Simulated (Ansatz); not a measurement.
# Worked example: the step energy

An elementary step of BSiH6ClO, singlet (SiH₄O ([OH][SiH3]) + BH₂Cl ([BH2][Cl]) → BSiH₅O ([BH2][O][SiH3]) + HCl; B–Cl, H–O broken or loosened, B–O, Cl–H formed or tightened). “Start” and “end” are the PBE0-D4/def2-TZVP structures reached by relaxing down either side of its saddle point, with the molecules still in contact.

Ansatz 0.2.0; basis: def2-TZVPP and def2-QZVPP; cores frozen in the correlated methods.

Energies in eV:

| quantity | end | start |
| --- | --- | --- |
| Hartree–Fock, triple zeta (X = 3) | -23173.77248 | -23173.33983 |
| Hartree–Fock, quadruple zeta (X = 4) | -23174.52670 | -23174.08081 |
| MP2 correlation, X = 3 | -18.34666 | -18.71693 |
| MP2 correlation, X = 4 | -19.85415 | -20.24761 |
| CCSD(T) correlation, X = 3 | -20.51960 | -20.83900 |

Q: Work out the step energy at the basis limit: extrapolate Hartree–Fock as E(X) = E∞ + A exp(−7.88 √X) and the MP2 correlation as E(X) = E∞ + B X^−2.97 (the exponents that Neese and Valeev fitted for def2-TZVPP and QZVPP), then add CCSD(T) − MP2 in triple zeta.

A: Each step is linear, so take the differences first (end − start): Hartree–Fock -0.43265 (X = 3) and -0.44589 (X = 4); MP2 correlation 0.37027 and 0.39346; CCSD(T) correlation 0.31940.
Two points give E∞ = E(4) + w [E(4) − E(3)], with w = 1/(exp(7.88 (2 − √3)) − 1) = 0.1377 for Hartree–Fock and w = 1/((4/3)^2.97 − 1) = 0.7407 for the correlation.
Hartree–Fock: -0.44589 + 0.1377 × (-0.01324) = -0.4477 eV.
MP2 correlation: 0.39346 + 0.7407 × 0.02319 = 0.4106 eV.
CCSD(T) − MP2: 0.31940 − 0.37027 = -0.0509 eV.
Sum: -0.4477 + 0.4106 + (-0.0509) = -0.0880 eV, or -2.03 kcal/mol. Plain CCSD(T) in triple zeta gives -0.1132 eV, so the larger basis shifts the result by 0.0252 eV.

T1 diagnostic: at most 0.012.

The step is the kind of ligand exchange by which a precursor binds to a hydroxyl group, or is hydrolysed, in atomic layer deposition of oxides.

Labels in which every atom is bracketed show which atoms are joined, not bond orders.

For scale, one of the runs: CCSD(T)/def2-TZVPP, 230 basis functions, launched by `ansatz run in.yaml --threads 4 --pin off --events-out ev --progress --plain --max-ram 9574MiB`. The run took 100 s on 4 CPU threads of an Intel Xeon (shared host), with 3.8 GiB of host memory at its peak.
